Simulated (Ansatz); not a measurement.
Ansatz (a first-principles code) input file for CClF2, SMILES F[C](F)Cl, multiplicity 2, PBE0-D3(BJ)/def2-TZVP. 

Ansatz 0.2 input:
```yaml
crystal:
  periodic: [false, false, false]
  atoms:
    - {symbol: F, position_ang: [-1.06502300, -0.07295976, 1.08823006]}
    - {symbol: C, position_ang: [-0.39707547, 0.30669275, 0.00000000]}
    - {symbol: F, position_ang: [-1.06502300, -0.07295976, -1.08823006]}
    - {symbol: Cl, position_ang: [1.26781570, -0.03099299, 0.00000000]}
basis:
  gaussian:
    orbitals: def2-TZVP
hamiltonian:
  xc: pbe0
  dispersion: d3bj
magnetization: {spin_polarized: true, initial_magnetization: 1}
relax: {f_tol: 0.002, max_steps: 200}
```

Log of the run:

```
WARN ansatz: RAYON_NUM_THREADS=1 ignored (pool sized by the plan → 1); use --threads N
Functional definition: PBE0
integrals: 0.04 GiB planned
760 factors; their error is unknown
mean field: 0.54 GiB planned
mean field evaluation 1: about -18983.0281 eV, gradient 2.0e1 eV
mean field evaluation 2: about -18982.1763 eV, gradient 2.8e1 eV
mean field evaluation 4: about -18984.1708 eV, gradient 9.3e-1 eV
mean field evaluation 8: about -18984.1759 eV, gradient 3.9e-2 eV
mean field evaluation 16: about -18984.2384 eV, gradient 6.3e-5 eV
mean field -18984.23839228 eV, -697.6578929375 hartree, gradient 9.4e-6 eV, S^2 0.753105; 0 other end points of the search recorded, 0 dependent functions left out
the calculation of the forces begins
reference -18984.23841059 eV, -697.6578936103 hartree; 21, 20 occupied and 109, 110 virtual orbitals, 760 factors
relax step   1: F+E_penalty+E_count = -18984.28481232 eV  Δ(F+E_penalty+E_count) = +0.000e0 eV  max|allowed force component| = 1.142e0 eV/Å  Δτ_max = 0.0000 Å  (32 SCF iters, accepted)
these checks for a lower state are left out or cut short: starts, cluster_reference, orbital_swaps, neighbouring_geometries, increment
integrals: 0.04 GiB planned
760 factors; their error is unknown
mean field: 0.54 GiB planned
mean field -18984.25324734 eV, -697.6584388506 hartree, gradient 9.0e-6 eV, S^2 0.753030; 0 other end points of the search recorded, 0 dependent functions left out
the calculation of the forces begins
reference -18984.25326564 eV, -697.6584395233 hartree; 21, 20 occupied and 109, 110 virtual orbitals, 760 factors
relax step   2: F+E_penalty+E_count = -18984.29974989 eV  Δ(F+E_penalty+E_count) = -1.494e-2 eV  max|allowed force component| = 7.157e-1 eV/Å  Δτ_max = 0.0245 Å  (33 SCF iters, accepted)
these checks for a lower state are left out or cut short: starts, cluster_reference, orbital_swaps, neighbouring_geometries, increment
integrals: 0.04 GiB planned
760 factors; their error is unknown
mean field: 0.54 GiB planned
mean field evaluation 32: about -18984.2596 eV, gradient 2.4e-3 eV
mean field -18984.25955887 eV, -697.6586707951 hartree, gradient 8.6e-6 eV, S^2 0.753011; 0 other end points of the search recorded, 0 dependent functions left out
the calculation of the forces begins
reference -18984.25957723 eV, -697.6586714699 hartree; 21, 20 occupied and 109, 110 virtual orbitals, 760 factors
relax step   3: F+E_penalty+E_count = -18984.30605633 eV  Δ(F+E_penalty+E_count) = -6.306e-3 eV  max|allowed force component| = 2.495e-1 eV/Å  Δτ_max = 0.0088 Å  (33 SCF iters, accepted)
these checks for a lower state are left out or cut short: starts, cluster_reference, orbital_swaps, neighbouring_geometries, increment
integrals: 0.04 GiB planned
760 factors; their error is unknown
mean field: 0.54 GiB planned
mean field -18984.26059219 eV, -697.6587087688 hartree, gradient 8.5e-6 eV, S^2 0.753011; 0 other end points of the search recorded, 0 dependent functions left out
the calculation of the forces begins
reference -18984.26061057 eV, -697.6587094445 hartree; 21, 20 occupied and 109, 110 virtual orbitals, 760 factors
relax step   4: F+E_penalty+E_count = -18984.30707207 eV  Δ(F+E_penalty+E_count) = -1.016e-3 eV  max|allowed force component| = 2.289e-2 eV/Å  Δτ_max = 0.0046 Å  (34 SCF iters, accepted)
these checks for a lower state are left out or cut short: starts, cluster_reference, orbital_swaps, neighbouring_geometries, increment
integrals: 0.04 GiB planned
760 factors; their error is unknown
mean field: 0.54 GiB planned
mean field -18984.26053819 eV, -697.6587067844 hartree, gradient 8.9e-6 eV, S^2 0.753009; 0 other end points of the search recorded, 0 dependent functions left out
the calculation of the forces begins
reference -18984.26055657 eV, -697.6587074601 hartree; 21, 20 occupied and 109, 110 virtual orbitals, 760 factors
relax step   5: F+E_penalty+E_count = -18984.30701893 eV  Δ(F+E_penalty+E_count) = +5.314e-5 eV  max|allowed force component| = 4.612e-2 eV/Å  Δτ_max = 0.0026 Å  (36 SCF iters, rejected (line search))
these checks for a lower state are left out or cut short: starts, cluster_reference, orbital_swaps, neighbouring_geometries, increment
integrals: 0.04 GiB planned
760 factors; their error is unknown
mean field: 0.54 GiB planned
mean field -18984.26062847 eV, -697.6587101024 hartree, gradient 8.8e-6 eV, S^2 0.753010; 0 other end points of the search recorded, 0 dependent functions left out
the calculation of the forces begins
reference -18984.26064686 eV, -697.6587107780 hartree; 21, 20 occupied and 109, 110 virtual orbitals, 760 factors
relax step   6: F+E_penalty+E_count = -18984.30710974 eV  Δ(F+E_penalty+E_count) = -3.767e-5 eV  max|allowed force component| = 3.926e-3 eV/Å  Δτ_max = 0.0012 Å  (36 SCF iters, accepted)
these checks for a lower state are left out or cut short: starts, cluster_reference, orbital_swaps, neighbouring_geometries, increment
integrals: 0.04 GiB planned
760 factors; their error is unknown
mean field: 0.54 GiB planned
mean field evaluation 64: about -18984.2606 eV, gradient 1.9e-5 eV
mean field -18984.26062886 eV, -697.6587101165 hartree, gradient 1.9e-5 eV, S^2 0.753010; 0 other end points of the search recorded, 0 dependent functions left out
the calculation of the forces begins
reference -18984.26064724 eV, -697.6587107921 hartree; 21, 20 occupied and 109, 110 virtual orbitals, 760 factors
relax step   7: F+E_penalty+E_count = -18984.30711014 eV  Δ(F+E_penalty+E_count) = -3.961e-7 eV  max|allowed force component| = 2.015e-4 eV/Å  Δτ_max = 0.0001 Å  (22 SCF iters, accepted)
integrals: 0.04 GiB planned
760 factors; their error is unknown
mean field: 0.54 GiB planned
mean field -18984.26062886 eV, -697.6587101165 hartree, gradient 1.9e-5 eV, S^2 0.753010; 1 other end points of the search recorded, 0 dependent functions left out
the calculation of the forces begins
reference -18984.26064724 eV, -697.6587107921 hartree; 21, 20 occupied and 109, 110 virtual orbitals, 760 factors
Total energy: -18984.30712852 eV, -697.6604189477 hartree
Atom 0 at    -1.052475    -0.076406     1.080397 Å, force     0.000064     0.000028    -0.000088 eV/Å
Atom 1 at    -0.417836     0.321444    -0.000000 Å, force     0.000074    -0.000089    -0.000000 eV/Å
Atom 2 at    -1.052475    -0.076406    -1.080397 Å, force     0.000064     0.000028     0.000088 eV/Å
Atom 3 at     1.263480    -0.038852     0.000000 Å, force    -0.000201     0.000033     0.000000 eV/Å
Dipole moment:     0.071457     0.018178     0.000000 e Å
```

The calculation finished and met its thresholds.

Cost: very roughly 24 core-seconds.
